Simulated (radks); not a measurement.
Results of a calculation; reference values are marked as such.
Task: The mean radii <r> (bohr) of the occupied orbitals of an atom or ion are listed with their occupations. Code: a radial shooting solver on a logarithmic mesh with Libxc functionals. Model: scalar-relativistic Kohn-Sham, MS2 meta-GGA, spin-polarised, spherical densities, finite nucleus; meta-GGA in the generalised Kohn-Sham scheme; Fermi nuclear charge, rms radius of each element as measured or else 0.836 A^(1/3) + 0.57 fm.

| orbital | occ. | <r> |
|---|---|---|
| 1s up | 1 | 0.08096 |
| 1s down | 1 | 0.08095 |
| 2s up | 1 | 0.3850 |
| 2s down | 1 | 0.3849 |
| 2p up | 3 | 0.3495 |
| 2p down | 3 | 0.3496 |
| 3s up | 1 | 1.199 |
| 3s down | 1 | 1.208 |
| 3p up | 3 | 1.287 |
| 3p down | 1 | 1.305 |

Name the element and its charge. Open shells, if any, are filled with parallel spins first.

Result: Z = 19, potassium, charge +3: K3+ in [Ne] 3s2 3p4. The 1s radius gives Z: for a bare nucleus <r> = (2 gamma + 1)/(2Z) with gamma = sqrt(1 - (Z/c)^2), 0.07844 bohr for Z = 19, and screening makes it slightly larger (0.08096 here). The occupations add up to 16, and the charge is Z minus that.
